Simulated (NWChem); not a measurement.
System: CF$_{3}$ cation

```xyz
4

F      1.1863    -0.3179     0.0000
C      0.0000     0.0000     0.0000
F     -0.3179     1.1863     0.0000
F     -0.8684    -0.8684     0.0000
```
Atoms are numbered in this order, from 1.

The geometry was optimised at PBE0/def2-SVP.

Question: List the 4 lowest vertical singlet excitations from B3LYP/def2-SVPD, TDA (NWChem).

Answer: 
```csv
state,energy (eV),oscillator strength,leading excitation (squared amplitude)
S1,8.57,0.000,HOMO → LUMO (1.00)
S2,10.04,0.000,HOMO−3 → LUMO (1.00)
S3,10.04,0.000,HOMO−4 → LUMO (1.00)
S4,11.43,0.165,HOMO−1 → LUMO (0.91)
```
